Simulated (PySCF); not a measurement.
# Spin-rotation constants: `[SiH3][Ge@H]([Cl])[GeH3]`, ClGe₂H₇Si

Cartesian coordinates in Å; atom numbers follow the order of the lines, from 1:
```xyz
11

Si   -1.979   -0.463    0.349
Ge   -0.029    0.889    0.135
Cl   -0.362    2.023   -1.708
Ge    2.031   -0.331   -0.236
H    -1.907   -1.275    1.602
H    -3.193    0.406    0.378
H    -2.037   -1.376   -0.831
H     0.105    1.942    1.254
H     2.387   -1.158    1.014
H     1.831   -1.277   -1.431
H     3.172    0.654   -0.542
```

Method used: GIAO B3LYP/aug-cc-pVDZ magnetisability, rotational g tensor and spin-rotation constants, non-relativistic, gas phase (PySCF). Geometry: PBE0-D3(BJ)/def2-SVP.

The calculation is non-relativistic, which matters for the atoms heavier than Zn.

**Question.** Give the nuclear spin-rotation constants along the inertial axes (H = +C I·J) beside the isotropic shieldings.

**Answer.** Rotational constants 1.9395, 1.0186, 0.7501 GHz. A star marks the isotopologue with that one atom substituted, in its own axes.
```tsv
atom	isotope	Caa (kHz)	Cbb (kHz)	Ccc (kHz)	mean (kHz)	σ (ppm)
Cl3	35Cl	0.154	0.070	0.051	0.092	1022.5
H5	1H	-0.166	0.012	-0.059	-0.071	27.7
H6	1H	0.058	-0.090	-0.068	-0.033	27.5
H7	1H	-0.180	-0.097	0.027	-0.083	27.7
H8	1H	-0.151	-0.090	0.033	-0.069	25.7
H9	1H	-0.127	-0.013	-0.058	-0.066	27.6
H10	1H	-0.168	-0.098	0.021	-0.082	27.6
H11	1H	-0.107	-0.015	-0.062	-0.061	27.4
Si1	29Si*	-0.885	-0.454	-0.347	-0.562	494.1
Ge2	73Ge*	-0.510	-0.238	-0.213	-0.321	1532.0
Ge4	73Ge*	-0.386	-0.218	-0.160	-0.255	1778.0
```
For the geometry as given, no vibrational averaging.
